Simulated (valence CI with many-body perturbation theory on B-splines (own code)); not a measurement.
**Energy levels of Te³⁸⁺**

Level of theory: relativistic CI+MBPT: four valence electrons over a frozen Dirac-Fock core [Ne], a basis of 11 s, 11 p, 9 d, 7 f, 5 g, 2 h, 1 i functions for each j, with the one-electron correlation potential Σ1, the two-electron term Σ2, the three-electron term Σ3, Breit, model QED; selected CI, second order for the rest (own B-spline code, finite nucleus).

The last digits are not significant, and no measured levels were compared; by estimate large intervals hold to a few tenths of a per cent, small ones and those within an open d or f shell to about a per cent.

Levels 46 to 64 of 64, with energies above the lowest level, (3s^2 3p1/2^2) J=0. "Leading %" is the weight of the configuration and term that name the level; weights of strongly mixed levels are sums over their largest components and can fall short. In the jj column 3d3/2^4 stands for four electrons in 3d with j = 3/2. Lifetimes count E1, E2, E3, M1 and M2 decay at the calculated energies, and are blank where another channel may lead or the interval is too uncertain; long ones can be off by a factor of two.

```csv
No.,Configuration,Term,J,E (Ry),Leading %,g,Second component,Lifetime,Leading jj
46,3s3p²3d,⁵P,1,27.899,37,1.828,27 % 3s3p²3d ³P,5.79 ps,3s 3p1/2 3p3/2 3d5/2 (52 %)
47,3s3p²3d,³G,3,28.228,55,0.908,19 % 3s3p²3d ¹F,5.39 ps,3s 3p1/2 3p3/2 3d3/2 (91 %)
48,3s3p²3d,⁵D,3,28.304,31,1.249,27 % 3s3p²3d ³F,9.91 ps,3s 3p1/2 3p3/2 3d5/2 (73 %)
49,3s3p²3d,³D,1,28.533,44,0.822,16 % 3s3p²3d ³P,3.24 ps,3s 3p1/2 3p3/2 3d3/2 (73 %)
50,3s3p²3d,¹D,2,28.792,26,1.252,20 % 3s3p²3d ³P,5.23 ps,3s 3p1/2 3p3/2 3d5/2 (63 %)
51,3s3p²3d,¹G,4,28.961,47,1.145,20 % 3s3p²3d ³F,17.2 ps,3s 3p1/2 3p3/2 3d5/2 (70 %)
52,3s3p²3d,³D,3,29.099,54,1.222,29 % 3s3p²3d ³F,4.23 ps,3s 3p1/2 3p3/2 3d5/2 (63 %)
53,3s3p²3d,³D,1,29.273,56,0.885,16 % 3s3p²3d ³P,1.97 ps,3s 3p1/2 3p3/2 3d3/2 (84 %)
54,3s3p²3d,³P,0,29.435,79,,16 % 3s²3d² ³P,3.60 ps,3s 3p1/2 3p3/2 3d3/2 (56 %)
55,3s3p²3d,³G,4,29.550,52,1.116,31 % 3s3p²3d ³F,7.17 ps,3s 3p1/2 3p3/2 3d5/2 (86 %)
56,3s3p²3d,³D,3,29.571,31,1.139,18 % 3s3p²3d ¹F,5.24 ps,3s 3p1/2 3p3/2 3d5/2 (84 %)
57,3s3p²3d,³D,1,29.708,65,0.704,13 % 3s3p²3d ¹P,8.20 ps,3s 3p1/2 3p3/2 3d5/2 (86 %)
58,3s3p²3d,³F,2,29.749,38,0.898,10 % 3s3p²3d ¹D,1.97 ps,3s 3p1/2 3p3/2 3d3/2 (71 %)
59,3s3p²3d,³P,1,30.302,38,1.442,26 % 3s3p²3d ³S,4.94 ps,3s 3p1/2 3p3/2 3d5/2 (84 %)
60,3s3p²3d,³D,2,30.394,31,1.162,14 % 3s3p²3d ³P,4.61 ps,3s 3p1/2 3p3/2 3d5/2 (74 %)
61,3s3p²3d,³F,3,30.402,36,1.104,27 % 3s3p²3d ¹F,3.42 ps,3s 3p1/2 3p3/2 3d5/2 (76 %)
62,3s3p²3d,³P,0,30.521,46,,22 % 3s3p²3d ¹S,3.03 ps,3s 3p1/2 3p3/2 3d5/2 (46 %)
63,3s3p²3d,³D,2,30.824,42,1.165,19 % 3s3p²3d ³P,2.43 ps,3s 3p1/2 3p3/2 3d5/2 (74 %)
64,3p⁴,¹D,2,31.265,33,1.098,28 % 3s3p²3d ³D,3.05 ps,3p1/2 3p3/2^3 (34 %)
```

Where two levels of one J and parity lie close, their mixing, g and order are uncertain.
